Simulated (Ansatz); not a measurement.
Geometry optimisation, Ansatz, RKS PBE/def2-SVP.

Input file:

```yaml
crystal:
  periodic: [false, false, false]
  atoms:
    - { symbol: Ge, position_ang: [0.0, 0.0, 0.0] }
    - { symbol: Cl, position_ang: [0.0, 0.0, 2.22] }
    - { symbol: Cl, position_ang: [2.0935, 0.0, -0.7393] }
    - { symbol: O, position_ang: [-0.8337, 1.4443, -0.5894] }
    - { symbol: H, position_ang: [-1.7915, 1.2136, -0.8118] }
    - { symbol: O, position_ang: [-0.8337, -1.4443, -0.5894] }
    - { symbol: H, position_ang: [-1.2883, -1.91, 0.183] }
basis:
  gaussian: { orbitals: def2-SVP }
hamiltonian:
  xc: pbe
relax:
  f_tol: 0.02
  max_steps: 40
output:
  orbitals: {}
```

Launched with:

```bash
$ ansatz run input.yaml --threads 2 --pin off --max-ram 3072MiB --backend cpu --events-out ev --progress --plain --runs-dir out
```

Q: Where does it end, and by what steps?

A: The forces met the threshold. The force dipped under the threshold on the way, but the program's further checks kept it going. After 10 steps the energy has fallen by 0.158 eV; H7 moved furthest, 0.48 Å.

| step | energy less start (eV) | largest force component (eV/Å) | accepted |
| --- | --- | --- | --- |
| 0 | 0.0000 | 1.347 | yes |
| 1 | -0.1052 | 1.132 | yes |
| 2 | -0.1303 | 0.738 | yes |
| 3 | -0.1364 | 0.321 | yes |
| 4 | -0.0887 | 0.747 | no |
| 5 | -0.1552 | 0.156 | yes |
| 6 | -0.1577 | 0.023 | yes |
| 7 | -0.1578 | 0.040 | yes |
| 8 | -0.1580 | 0.011 | yes |
| 9 | -0.1581 | 0.039 | yes |
| 10 | -0.1581 | 0.016 | yes |

```xyz
7
Properties=species:S:1:pos:R:3
Ge -0.075 0.002 0.007
Cl -0.075 0.100 2.174
Cl 1.963 -0.105 -0.665
O -0.770 1.444 -0.743
H -1.745 1.414 -0.677
O -1.055 -1.391 -0.502
H -0.896 -2.160 0.080
```

Whether the end is a true minimum wasn't checked by a vibrational analysis.

Time of the run: 22 s on 2 threads of Arm Neoverse V1, on a shared host, peak memory 0.15 GiB.
